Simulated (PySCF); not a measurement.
CH3Cl2OSb, SMILES C[O][Sb]([Cl])[Cl].

Coordinates come from a PBE0-D3(BJ)/def2-SVP optimisation. The structure was generated by enumeration; whether it is a known compound was not checked. The def2 effective core potentials stand for the cores of Sb; spin–orbit coupling is left out. One conformer was computed; it need not be the lowest.

All values below come from PBE/def2-TZVP in PySCF.

```json
{
  "total_energy": "-1275.45366 hartree",
  "point_group": "Cs",
  "highest_occupied_level": "-6.93 eV",
  "lowest_empty_level": "-2.48 eV",
  "orbital_gap": "4.45 eV",
  "dipole_moment": "1.70 D",
  "quadrupole, principal values (traceless, Buckingham form, about the centre of nuclear charge)": "-5.27, -3.90, 9.17 D·Å",
  "mean_static_polarisability": "80.5 bohr³ (11.93 Å³)",
  "polarisability_principal_values": "72.9, 81.5, 87.1 bohr³"
}
```
